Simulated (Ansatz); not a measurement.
Z-matrix (Å, degrees):
```
Si
O 1 1.646
H 1 1.484 2 106.5
H 1 1.486 2 111.2 3 -118.9
H 1 1.485 2 111.2 3 119.0
B 2 1.371 1 130.1 3 -179.9
O 6 1.376 2 117.3 1 0.1
N 6 1.410 2 118.8 1 -179.9
H 7 0.957 6 115.0 2 180.0
H 8 1.004 6 120.8 2 -0.0
H 8 1.002 6 124.9 2 -180.0
```

The species carries charge 0 and has multiplicity 1.

List the ωB97M-V/def2-TZVPP orbital energies in eV (the Gaussian-basis code of Ansatz). (Best estimate.)

Computed: Occupied: -1807.14, -526.20, -525.80, -394.20, -188.85, -148.14, -102.28, -102.24, -102.23, -31.54, -30.44, -26.78, -18.97, -18.01, -16.64, -16.37, -14.78, -14.22, -12.99, -12.88, -12.35, -11.17, -11.13, -10.14. Lowest empty: 1.69, 2.62, 3.21, 3.29, 3.63, 4.01, 4.04, 4.35.
